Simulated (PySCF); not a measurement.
# Cl(3+): interval between two levels

Cl(3+) [Ne] 3s2 3p2 [3P2, M_J = 2] → Cl(3+) [Ne] 3s1 3p3 [5S2, M_J = 2], as a difference of total energies. Calculation: PySCF 2.14, in x2c-TZVPall-2c with one added diffuse shell each of s, p type (6s7p2d1f, 44 functions); the two-component X2C-1e Hamiltonian. Correlated levels: [Ne] frozen. "Screened" scales the spin-orbit matrix elements by Boettger's factors to mimic the two-electron term; Breit and QED terms are absent.

```tsv
method	interval between two levels (cm⁻¹)
GHF (spin-free)	54506
GMP2 (spin-free)	65255
GHF (screened spin-orbit)	54047
GMP2 (screened spin-orbit)	64792
```

The labels give the starting determinants; with spin-orbit coupling the two ends relaxed to ⟨J²⟩ = 6.01, ⟨L²⟩ = 2.02, ⟨S²⟩ = 2.00 and ⟨J²⟩ = 6.00, ⟨L²⟩ = 0.00, ⟨S²⟩ = 6.00.
